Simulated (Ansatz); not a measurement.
Born–Oppenheimer molecular dynamics of BrNa (2 atoms, charge 0, multiplicity 1). It starts from a relaxed structure.

Method: Ansatz 0.2.0, RHF/def2-SVP.

```
ensemble        : NVT, Nosé–Hoover chain
time step       : 1 fs
steps asked     : 150
set temperature : 300 K
thermostat      : time constant 100 fs, chain length 3 (defaults)
seed            : 811862
```

Frames 10 fs apart, positions in Å, forces in eV/Å.

Velocities at 30.0 fs (Å/ps):

```
Na 0.55 -0.20 0.28
Br -0.16 0.06 -0.08
```

```xyz
2
Properties=species:S:1:pos:R:3:forces:R:3 time_fs=30.0 energy_less_start_eV=0.012 T=15
Na 1.051 -0.399 0.524 0.35 -0.12 0.18
Br -1.050 0.349 -0.534 -0.35 0.12 -0.18
2
Properties=species:S:1:pos:R:3:forces:R:3 time_fs=40.0 energy_less_start_eV=0.006 T=169
Na 1.063 -0.403 0.530 0.24 -0.08 0.12
Br -1.054 0.350 -0.536 -0.24 0.08 -0.12
2
Properties=species:S:1:pos:R:3:forces:R:3 time_fs=50.0 energy_less_start_eV=0.000 T=312
Na 1.086 -0.411 0.541 0.05 -0.02 0.02
Br -1.061 0.352 -0.539 -0.05 0.02 -0.02
2
Properties=species:S:1:pos:R:3:forces:R:3 time_fs=60.0 energy_less_start_eV=0.002 T=281
Na 1.111 -0.420 0.554 -0.14 0.05 -0.07
Br -1.068 0.355 -0.543 0.14 -0.05 0.07
2
Properties=species:S:1:pos:R:3:forces:R:3 time_fs=70.0 energy_less_start_eV=0.010 T=122
Na 1.131 -0.427 0.564 -0.27 0.10 -0.14
Br -1.074 0.357 -0.546 0.27 -0.10 0.14
2
Properties=species:S:1:pos:R:3:forces:R:3 time_fs=80.0 energy_less_start_eV=0.015 T=5
Na 1.141 -0.431 0.569 -0.33 0.12 -0.17
Br -1.077 0.358 -0.547 0.33 -0.12 0.17
2
Properties=species:S:1:pos:R:3:forces:R:3 time_fs=90.0 energy_less_start_eV=0.013 T=54
Na 1.137 -0.429 0.567 -0.31 0.11 -0.15
Br -1.075 0.357 -0.547 0.31 -0.11 0.15
2
Properties=species:S:1:pos:R:3:forces:R:3 time_fs=100.0 energy_less_start_eV=0.005 T=252
Na 1.121 -0.423 0.559 -0.20 0.07 -0.10
Br -1.071 0.356 -0.544 0.20 -0.07 0.10
2
Properties=species:S:1:pos:R:3:forces:R:3 time_fs=110.0 energy_less_start_eV=0.000 T=429
Na 1.094 -0.414 0.545 -0.02 0.01 -0.01
Br -1.063 0.353 -0.541 0.02 -0.01 0.01
2
Properties=species:S:1:pos:R:3:forces:R:3 time_fs=120.0 energy_less_start_eV=0.005 T=377
Na 1.065 -0.403 0.531 0.23 -0.08 0.11
Br -1.054 0.350 -0.536 -0.23 0.08 -0.11
2
Properties=species:S:1:pos:R:3:forces:R:3 time_fs=130.0 energy_less_start_eV=0.019 T=119
Na 1.042 -0.395 0.519 0.44 -0.16 0.22
Br -1.048 0.348 -0.533 -0.44 0.16 -0.22
2
Properties=species:S:1:pos:R:3:forces:R:3 time_fs=140.0 energy_less_start_eV=0.024 T=9
Na 1.036 -0.393 0.516 0.50 -0.18 0.25
Br -1.046 0.347 -0.532 -0.50 0.18 -0.25
```

Of the whole run (150 fs, mean temperature of the second half 182 K): The conserved energy stayed within 0.011 meV per atom of its start (net change 0.005 meV per atom), so the integration is sound. The mean temperature of the second half is 39 % below the set value. A run of 0.15 ps of so small a system gives no equilibrium averages.

The run took 41 s on 1 thread of Intel(R) Xeon(R) 6975P-C (Granite Rapids), on a shared host, peak memory 0.1 GiB.
